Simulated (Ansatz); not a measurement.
Gas-phase electronic energies from Ansatz, PBE0-D4/def2-TZVP geometries. CBS: MP2 limit from def2 TZ/QZ plus the TZ coupled-cluster correction, frozen cores. This one scheme is used for every species. Functionals use def2-TZVPP. B3LYP here is the variant with VWN-RPA as its local correlation; programs differ in this. For Se outer-core shells are correlated without core-valence functions, which leaves a few kJ/mol of doubt a bond. Scalar relativity is left out up to krypton. One conformer a species, not always the lowest.

Reaction (ligand exchange at the Si–F bond): `B[Se][SiH2]F` + HCl → `B[Se][SiH2]Cl` + H–F

`B[Se][SiH2]F`:

Z-matrix (Å, degrees):
```
Si
Se 1 2.276
F 1 1.597 2 110.1
H 1 1.478 2 109.8 3 -118.8
H 1 1.480 2 108.3 3 117.5
B 2 1.915 1 97.3 3 86.3
H 6 1.191 2 116.4 1 -178.9
H 6 1.191 2 120.8 1 1.5
```

HCl:

```xyz
2

Cl   -0.154    0.548    0.291
H     0.154   -0.548   -0.291
```

`B[Se][SiH2]Cl`:

Cartesian coordinates in Å:
```
B 0.632 1.641 0.435
Se -0.938 1.068 -0.497
Si -0.492 -1.168 -0.470
Cl -1.094 -2.026 1.293
H 0.738 2.812 0.620
H 1.451 0.854 0.795
H -1.260 -1.798 -1.566
H 0.963 -1.384 -0.611
```

H–F:

```xyz
2

F     0.304    0.170    0.300
H    -0.304   -0.170   -0.300
```

CCSD(T)/CBS gives +34.7 kJ/mol.

(1) Another level gave +39.4 kJ/mol. Which?
A. MP2/def2-TZVPP
B. HF/def2-TZVPP
C. B3LYP/def2-TZVPP
D. ωB97X-V/def2-TZVPP

Largest T1 diagnostic among the species: 0.013.

Answers

(1) D. ωB97X-V 39.4, MP2/def2-TZVPP 33.1, HF/def2-TZVPP 51.0, B3LYP 45.7 kJ/mol.

The D4 term adds −6.5 kJ/mol with B3LYP and −3.5 kJ/mol with PBE0; it sums over pairs of atoms, weighted by their polarisabilities, and B3LYP, whose exchange is more repulsive, gets the larger term. In def2-TZVPP, CCSD(T) changes the Hartree–Fock value by −12.0 kJ/mol (the triples alone add −2.5 kJ/mol) and MP2 by −17.9 kJ/mol.
